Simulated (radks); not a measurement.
Results of a calculation; reference values are marked as such.
All-electron atom: Xe29+ in [Ar] 3d7.

Level of theory: Dirac Kohn-Sham, PBE, spin-unpolarised, spherical densities, point nucleus; open shells are shared between the two j in proportion to 2j + 1 (a radial shooting solver on a logarithmic mesh with Libxc functionals).

Energy parts (Ry):
total: -13891.42886
kinetic: 14811.54429
electron-nucleus: -31530.09816
Hartree: 3121.60801
exchange-correlation: -294.48300

Orbitals (lengths in bohr, moments of r in powers of bohr; <r^-3> diverges for s and p1/2; r(max) is where P^2 peaks):
| orbital | occ. | eigenvalue (Ry) | r(max) | <1/r> | <r^2> | <r^-3> |
|---|---|---|---|---|---|---|
| 1s1/2 | 2 | -2611.242 | 0.01715 | 58.12 | 0.0009634 | - |
| 2s1/2 | 2 | -477.4148 | 0.09693 | 13.64 | 0.01530 | - |
| 2p1/2 | 2 | -454.2156 | 0.07424 | 13.61 | 0.01128 | - |
| 2p3/2 | 4 | -430.1747 | 0.07910 | 12.52 | 0.01254 | 5612 |
| 3s1/2 | 2 | -156.2993 | 0.2729 | 5.085 | 0.09890 | - |
| 3p1/2 | 2 | -146.9310 | 0.2585 | 5.008 | 0.09259 | - |
| 3p3/2 | 4 | -141.8839 | 0.2685 | 4.737 | 0.09911 | 1208 |
| 3d3/2 | 2.8 | -126.1431 | 0.2144 | 4.610 | 0.07906 | 199.5 |
| 3d5/2 | 4.2 | -125.0242 | 0.2172 | 4.540 | 0.08083 | 184.2 |

The highest occupied level is 3d5/2 at -1701.0 eV. Summed over all electrons, <r^2> = 1.446 bohr^2, which gives a Langevin (diamagnetic) susceptibility term of -1.14 x 10^-6 cm^3/mol. The density falls to 0.001 e/bohr^3 at r = 0.91 bohr.
